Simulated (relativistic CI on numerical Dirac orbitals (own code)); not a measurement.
## Yb³⁺: resonant inelastic scattering at the M4,5 edge

Computed with this model: Dirac-Coulomb-Breit CI, KLI orbitals optimised for each configuration, model QED (radiative potential, 1s self-energy scaled to tabulated hydrogen-like ionisation energies), Kramers-Heisenberg scattering through one core-hole configuration in a parametric crystal field, unscaled Slater integrals; configurations [Xe] 4f13 → [Ar] 3d9 4s2 4p6 4d10 4f14 5s2 5p6; 300 K; core-hole width 0.6 eV; summed over polarisations. Incident energies are the highest absorption maxima for each field (at most a few, so the weaker spin-orbit partner edge can be absent), on the computed scale of the free ion. Intensities are in per cent of the strongest line above 0.02 eV; levels within 1 cm⁻¹ are merged; final levels count from the ground level, the first row holds all elastic scattering, lines under 0.4 are left out and each table stops after 24 rows. The scale of the Slater integrals is a model choice and moves the terms in proportion.

Field parameters in Wybourne normalisation. The field is a parameter set, without covalency.

S is read from ⟨S²⟩ = S(S + 1).

D3d, B20 = -1140, B40 = 390, B43 = 260, B60 = 580, B63 = 640, B66 = 550 cm⁻¹:

```csv
Final level (eV),Degeneracy,Irrep,S,1522.5 eV
0.000,2,Γ4,0.50,369.2
0.046,2,Γ4,0.50,100.0
0.082,2,Γ4,0.50,32.8
0.082,2,Γ5+Γ6,0.50,45.1
1.276,2,Γ4,0.50,18.4
1.334,2,Γ5+Γ6,0.50,8.5
1.347,2,Γ4,0.50,2.6
```

D3d, B20 = 2130, B40 = -1240, B43 = -1910, B60 = -270, B63 = -580, B66 = 740 cm⁻¹:

| Final level (eV) | Degeneracy | Irrep | S | 1522.5 eV |
| --- | --- | --- | --- | --- |
| 0.000 | 2 | Γ4 | 0.50 | 204.8 |
| 0.030 | 2 | Γ5+Γ6 | 0.50 | 100.0 |
| 0.091 | 2 | Γ4 | 0.50 | 84.7 |
| 0.188 | 2 | Γ4 | 0.50 | 25.5 |
| 1.288 | 2 | Γ4 | 0.50 | 10.0 |
| 1.309 | 2 | Γ5+Γ6 | 0.50 | 8.8 |
| 1.441 | 2 | Γ4 | 0.50 | 5.3 |

For the first field the strongest loss at the lowest incident energy is the level at 0.05 eV (S = 0.50, against 0.50 in the thermal ground state).
